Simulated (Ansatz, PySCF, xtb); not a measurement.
Dimer: HF (SMILES F) (first 2 atoms) with HI (SMILES I); geometry from B3LYP-D3(BJ)/def2-TZVP, rigid monomers moved along the line of their centres of mass till H2···I3 is 3.04 Å.
(charge 0, multiplicity 1):
| atom | x (Å) | y (Å) | z (Å) |
|---|---|---|---|
| F | -0.0701 | 0.4750 | -0.2412 |
| H | 0.0048 | 0.0346 | 0.5765 |
| I | 0.2442 | -1.2023 | 3.3403 |
| H | 0.2055 | 0.2700 | 4.0069 |

Monomers are frozen at their geometry in the pair; levels with a basis set take the counterpoise correction.

Frozen-core correlation. Filled d and f shells under p-block atoms count as core. CBS(a, b) extrapolates the correlation energy as X⁻³ and adds the Hartree–Fock energy of set b.

Programs: Ansatz (a first-principles code); PySCF for the dispersion terms; xtb for the GFN methods.  In def2 rows elements past Kr take small-core potentials, without spin–orbit coupling.

```csv
level,interaction energy (kcal/mol)
GFN-FF,-2.05
GFN1-xTB,-3.28
HF/def2-SVPD,-1.28
PBE0-D3(BJ)/def2-TZVPPD,-2.58
wB97X-V/def2-TZVPPD,-2.24
"MP2/CBS(def2-TZVPPD, def2-QZVPPD)",-2.12
SCS-MP2/def2-SVPD,(withheld)
CCSD(T)/def2-QZVPPD,-2.04
"CCSD(T)/CBS(def2-TZVPPD, def2-QZVPPD)",-2.12
```

Some entries are withheld; supply them.


- SCS-MP2/def2-SVPD, interaction energy (kcal/mol): -1.62
